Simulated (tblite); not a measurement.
Start geometry of `C[C+]1[C](F)C=CC=C1C#N` [radical] from a force field or distance geometry (Å):
```
atom  x, y, z in Å
C1    -1.5592    1.3980    0.1381
C2    -0.6092    0.2617    0.0369
C3    -1.1631   -1.0876   -0.1820
F4    -2.0250   -1.1369   -1.2669
C5    -0.0589   -2.0501   -0.2337
C6     1.2115   -1.7567   -0.1092
C7     1.7094   -0.4032    0.1173
C8     0.8144    0.5615    0.1965
C9     1.2306    1.9083    0.4163
N10    1.5578    3.0189    0.5821
H11   -1.5365    1.8632    1.1613
H12   -1.3260    2.2189   -0.5637
H13   -2.6135    1.0225    0.0300
H14   -0.3232   -3.1025   -0.4131
H15    1.9573   -2.5546   -0.1650
H16    2.7259   -0.1522    0.2437
```

Task: What comes out of this run: tblite 0.8.0, GFN2-xTB geometry optimisation, gas phase?

Result: 
```
atom  x, y, z in Å
C1    -1.5984    1.4040    0.0462
C2    -0.5959    0.3417   -0.0214
C3    -0.9650   -1.0098   -0.3097
F4    -2.2407   -1.2601   -0.5194
C5    -0.0426   -2.0408   -0.3691
C6     1.2952   -1.7591   -0.1460
C7     1.7131   -0.4457    0.1423
C8     0.7852    0.5792    0.1990
C9     1.2162    1.9012    0.4863
N10    1.5492    2.9678    0.7213
H11   -1.5977    1.8784    1.0372
H12   -1.3338    2.2324   -0.6240
H13   -2.6013    1.0485   -0.1811
H14   -0.3814   -3.0421   -0.5917
H15    2.0310   -2.5486   -0.1964
H16    2.7594   -0.2381    0.3150
```

The energy falls by 1.689 eV over 64 L-BFGS steps, the largest force on an atom goes from 4.97 to 0.008 eV/Å, and the atoms move by 0.236 Å rms after alignment. The bond that changes most is C3–C5 (ends: carbon bonded to 2 C and F; carbon bonded to 2 C and H), which shortens by 0.081 Å. Bonds longer at the end by more than 0.005 Å: 3 of 16; shorter: 13. Among the angles that change most is C2–C3–C5, from 108.8° to 122.7°. Among the dihedrals that turn most is F4–C3–C5–C6, from 127° to 180°. Rotational constants go from 2245, 1141, 783.5 to 2246, 1177, 775.8 MHz. The orientation of the end geometry is arbitrary; only internal coordinates are fixed.

The run took 0.44 s wall on Arm Neoverse V2, one thread, on a shared host.

GFN2-xTB frequencies show an imaginary mode (77i cm⁻¹), so the point is no minimum at that level.

All values are computed, not measured.
